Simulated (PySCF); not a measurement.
# Energy of Kr (krypton, neutral) between two integer charges

The 4p beta orbital of [Kr] is emptied in steps (occupation f), with all orbitals relaxed, ending at [Ar] 3d10 4s2 4p5. Computed with PySCF 2.14 in aug-pcseg-2, with no relativity, point nucleus. The exact energy is a straight line in f; departures are measured from the line between the end points of the same method.

| f | UHF (eV) | LDA (eV) | PBE (eV) | PBE0 (eV) | r2SCAN (eV) | LC-wPBE (eV) | BHandHLYP (eV) | wB97X (eV) | CAM-B3LYP (eV) | BLYP (eV) |
| --- | --- | --- | --- | --- | --- | --- | --- | --- | --- | --- |
| 1 | 0.000 | 0.000 | 0.000 | 0.000 | 0.000 | 0.000 | 0.000 | 0.000 | 0.000 | 0.000 |
| 0.9 | 0.105 | -0.444 | -0.430 | -0.300 | -0.403 | -0.043 | -0.174 | -0.074 | -0.178 | -0.435 |
| 0.7 | 0.239 | -1.042 | -1.006 | -0.700 | -0.934 | -0.100 | -0.410 | -0.179 | -0.420 | -1.020 |
| 0.5 | 0.276 | -1.247 | -1.200 | -0.834 | -1.101 | -0.118 | -0.493 | -0.221 | -0.503 | -1.220 |
| 0.3 | 0.226 | -1.052 | -1.009 | -0.700 | -0.916 | -0.098 | -0.418 | -0.195 | -0.426 | -1.028 |
| 0.1 | 0.094 | -0.452 | -0.432 | -0.299 | -0.389 | -0.041 | -0.181 | -0.090 | -0.184 | -0.442 |
| 0 | 0.000 | 0.000 | 0.000 | 0.000 | 0.000 | 0.000 | 0.000 | 0.000 | 0.000 | 0.000 |

For PBE0, how does the orbital energy at f = 1 compare with the removal energy?

−ε = 10.788 eV against a total-energy difference of 14.113 eV. By Janak's theorem ε = ∂E/∂f, so the gap between them reflects the curvature. Along the path −ε is 11.446 (f = 0.9), 12.776 (f = 0.7), 14.114 (f = 0.5), 15.451 (f = 0.3), 16.777 (f = 0.1) eV.

```tsv
method	E(f=0) − E(f=1) (eV)	−ε at f=1 (eV)	−ε at f=0.5 (eV)
UHF	13.084	14.273	13.046
LDA	14.359	9.438	14.331
PBE	14.067	9.298	14.060
PBE0	14.113	10.788	14.114
r2SCAN	14.181	9.693	14.241
LC-wPBE	14.146	13.674	14.150
BHandHLYP	14.043	12.116	14.021
wB97X	14.052	13.240	14.003
CAM-B3LYP	14.180	12.207	14.161
BLYP	13.958	9.137	13.934
```

Reference removal energy between the ground levels: 14.000 eV (measured; NIST Atomic Spectra Database, ionization energies). The calculation has no spin-orbit coupling. UHF lacks correlation.
